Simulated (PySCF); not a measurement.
**Induced dipoles and field energies**

C₃H₇FOSi.
Structure used (GFN2-xTB), in Å, numbered top down from 1:
```xyz
13
C3H7FOSi angstrom
C      1.795    0.829    0.616
C      1.158   -0.309    0.406
C      0.225   -0.575   -0.719
F      0.330    0.414   -1.699
Si    -1.621   -0.568   -0.135
O     -1.955    0.889    0.483
H      1.709    1.657   -0.068
H      2.443    0.968    1.463
H      1.254   -1.142    1.089
H      0.492   -1.511   -1.219
H     -2.434   -0.857   -1.313
H     -1.800   -1.484    0.979
H     -1.602    1.689    0.098
```

Level: B3LYP/def2-SVPD (PySCF); nuclei fixed, core orbitals frozen in the response. Permanent dipole (0.397, -0.754, 0.292) D (1 au = 2.5417 D). Static polarisability (au):

```
x   75.48  9.93  5.71
y    9.93 67.54  2.66
z    5.71  2.66 61.49
```

Only the terms in μ and α are kept: μ(F) = μ + αF and ΔE = −μ·F − ½ F·αF.

Problem. What do fields of 0.051 V/Å (0.001 au) along the six axis directions do?

Solution. 
```json
{"field along": "+x", "induced x (D)": "0.192", "induced y (D)": "0.025", "induced z (D)": "0.015", "total size (D)": "0.986", "−μ·F (kJ/mol)": "-0.410", "−½F·αF (kJ/mol)": "-0.099"}
{"field along": "−x", "induced x (D)": "-0.192", "induced y (D)": "-0.025", "induced z (D)": "-0.015", "total size (D)": "0.852", "−μ·F (kJ/mol)": "+0.410", "−½F·αF (kJ/mol)": "-0.099"}
{"field along": "+y", "induced x (D)": "0.025", "induced y (D)": "0.172", "induced z (D)": "0.007", "total size (D)": "0.779", "−μ·F (kJ/mol)": "+0.779", "−½F·αF (kJ/mol)": "-0.089"}
{"field along": "−y", "induced x (D)": "-0.025", "induced y (D)": "-0.172", "induced z (D)": "-0.007", "total size (D)": "1.038", "−μ·F (kJ/mol)": "-0.779", "−½F·αF (kJ/mol)": "-0.089"}
{"field along": "+z", "induced x (D)": "0.015", "induced y (D)": "0.007", "induced z (D)": "0.156", "total size (D)": "0.964", "−μ·F (kJ/mol)": "-0.302", "−½F·αF (kJ/mol)": "-0.081"}
{"field along": "−z", "induced x (D)": "-0.015", "induced y (D)": "-0.007", "induced z (D)": "-0.156", "total size (D)": "0.862", "−μ·F (kJ/mol)": "+0.302", "−½F·αF (kJ/mol)": "-0.081"}
```

Problem. For the field (0.0004, -0.0009, 0.0004) au, what is the induced dipole, and what angle does it make with the field?

Solution. αF = (0.060, -0.142, 0.062) D, at 1.0° to the field. The polarisability along this direction, F·αF/F², is 61.40 au, against a mean of 68.17 au.

Problem. Which field along μ doubles the dipole in that direction (linear response)?

Solution. The polarisability along the dipole is 61.31 au, so F = 0.3544 au / 61.31 au = 0.0058 au = 0.30 V/Å; higher-order terms are ignored.

Problem. What field makes μF equal to kT at 400 K?

Solution. kT = 1.2667 × 10⁻³ Eh, so F = 0.00357 au = 18.4 MV/cm.

Problem. Induction energy −ᾱe²/2R⁴ of a unit charge at 7 Å, the molecule taken as a point?

Solution. R = 13.23 bohr, so the energy is −68.2/(2 × 13.23⁴) Eh = -2.92 kJ/mol. The charge–dipole term at its most favourable orientation, −μe/R², is -5.32 kJ/mol.

One conformer (not necessarily the lowest) at the GFN2-xTB geometry, without solvent, vibrations or thermal averaging.

These values come from a run that also computed excited states. Time: 44 s wall; peak memory 0.68 GiB. Hardware: one thread, Arm Neoverse N1 (aarch64) (shared host).
